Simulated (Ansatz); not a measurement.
Program: Ansatz. Geometries: PBE0-D4/def2-TZVP. ΔE: electronic, gas phase. CCSD(T)/CBS is the MP2 limit (def2-TZVPP, def2-QZVPP) plus CCSD(T) − MP2 in def2-TZVPP, frozen cores. Functionals use def2-TZVPP. For Br, Zn outer-core shells are correlated without core-valence functions, which leaves a few kJ/mol of doubt a bond. Scalar relativity is left out up to krypton. Each species was taken in one conformer, which may not be the lowest.

Consider the formal exchange of groups at a Zn–Al bond: `[NH2][Zn][AlH][F]` + `C=CBr` → `[NH2][Zn][Br]` + `C=[CH][AlH][F]`.

CCSD(T)/CBS gives -1.86 eV.

Question: Another level gave -1.58 eV. Which?
A. BLYP-D4/def2-TZVPP
B. r2SCANh/def2-TZVPP
C. PBE-D4/def2-TZVPP
D. PBE0/def2-TZVPP

Answer: A. BLYP-D4 -1.58, PBE0 -1.70, r2SCANh -1.79, PBE-D4 -1.53 eV.

Largest T1 diagnostic among the species: 0.016.

In def2-TZVPP, CCSD(T) changes the Hartree–Fock value by +0.34 eV (the triples alone add +0.05 eV) and MP2 by +0.29 eV. Leaving LDA and LC-ωPBE aside and taking each functional with its dispersion term where it has one, the values, not all of them listed here, spread over 0.37 eV, from BHLYP-D4 to PBE-D4. From r2SCAN to r2SCAN0 (25 % exact exchange), in def2-TZVPP and without D4, ΔE moves by −0.11 eV.
